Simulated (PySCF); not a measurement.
**Electron correlation in Cl⁺ (chlorine, charge +1)**

[Ne] 3s2 3p4, high-spin 3P determinant. Computed with PySCF 2.14 in cc-pV(T+d)Z (5s4p3d1f, 39 functions), with the non-relativistic Hamiltonian (point nucleus). Frozen: [Ne]; 6 electrons correlated.

MP2 pair energies summed by pair of shells (mhartree):

| pair | energy | share (%) |
| --- | --- | --- |
| 3p-3p | -57.77 | 46.6 |
| 3s-3p | -56.60 | 45.7 |
| 3s-3s | -9.61 | 7.8 |

Total MP2 correlation energy: -123.97 mhartree.

Same-spin part -28.62 and opposite-spin part -95.35 mhartree; SCS-MP2 scales them by 1/3 and 6/5 to -123.96 mhartree.

```csv
level,correlation energy (mhartree)
CCSD,-149.11
(T),-4.41
CCSD(T),-153.52
```

Diagnostics: T1 = 0.0088, D1 = 0.0284, largest double amplitude 0.052.

Problem. Is a single reference adequate?

Solution. Yes: T1 lies below 0.03 and no double amplitude reaches 0.07.
